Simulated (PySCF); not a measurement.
Ligands exchanged one at a time, In C2H5-I. All species are isolated molecules in the gas phase. One relaxed conformer stands for each flexible species; it need not be the lowest. Strings in code marks are SMILES.

Computed with CAM-B3LYP-D3(BJ)/def2-TZVP // CAM-B3LYP-D3(BJ)/def2-SVP in PySCF. Delta-SCF ions had no search for a lower state. Excitations are Tamm–Dancoff values on a coarser integration grid. The basis has no diffuse functions, so Rydberg states are missing or too high.

| species | vertical ionisation energy (Delta-SCF) (eV) | HOMO–LUMO gap (eV) | HOMO (eV) | S1 excitation (TDA) (eV) | S1 oscillator strength |
|---|---|---|---|---|---|
| 0 of 3 C2H5 replaced by I (`[In]([CH2]C)([CH2]C)[CH2]C`) | 8.30 | 7.60 | ___ | 4.31 | 0.000 |
| 1 of 3 C2H5 replaced by I (`C[CH2][In]([I])[CH2]C` (C–C–In–I torsion 0°, I–In–C–C torsion 178°)) | 8.72 | 7.45 | -8.02 | ___ | 0.000 |
| 2 of 3 C2H5 replaced by I (`C[CH2][In]([I])[I]` (C–C–In–I torsion 179°)) | – | 7.54 | -8.63 | 4.55 | ___ |
| 3 of 3 C2H5 replaced by I | 9.84 | ___ | -9.08 | 3.87 | 0.000 |

### Question
Some entries are withheld; supply them.

### Answer

- 0 of 3 C2H5 replaced by I (`[In]([CH2]C)([CH2]C)[CH2]C`), HOMO (eV): -7.73
- 1 of 3 C2H5 replaced by I (`C[CH2][In]([I])[CH2]C` (C–C–In–I torsion 0°, I–In–C–C torsion 178°)), S1 excitation (TDA) (eV): 4.36
- 2 of 3 C2H5 replaced by I (`C[CH2][In]([I])[I]` (C–C–In–I torsion 179°)), S1 oscillator strength: 0.032
- 3 of 3 C2H5 replaced by I, HOMO–LUMO gap (eV): 6.81
